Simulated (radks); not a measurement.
Values are calculated unless marked as measured or tabulated.
Question: Cl II, 16 electrons, occupied as [Ne] 3s2 3p3 7s1 (not the ground configuration). Code: a radial shooting solver on a logarithmic mesh with Libxc functionals. Model: scalar-relativistic Kohn-Sham, PBE, spin-polarised, spherical densities, finite nucleus; open shells are filled with parallel spins first; Fermi nuclear charge, rms radius 3.3654 fm. Some entries of the table are withheld. Estimate them.

orbital  occ.  eigenvalue (hartree)  r(max) (bohr)  <r> (bohr)
1s up       1             -102.0918        0.05947     0.09097
1s down     1             -102.0698        0.05946     0.09096
2s up       1             -10.24217         0.3615      0.4439
2s down     1             -10.22131         0.3617      0.4437
2p up       3              -8.00519            (1)      0.4064
2p down     3              -7.97597            (2)      0.4062
3s up       1                   (3)          1.250       1.437
3s down     1                   (4)          1.244       1.448
3p up       3              -1.15236          1.347       1.589
7s up       1              -0.06555          22.14       20.05

Answer: 
(1) 2p up r(max) (bohr): 0.3013
(2) 2p down r(max) (bohr): 0.3017
(3) 3s up eigenvalue (hartree): -1.64148
(4) 3s down eigenvalue (hartree): -1.49053
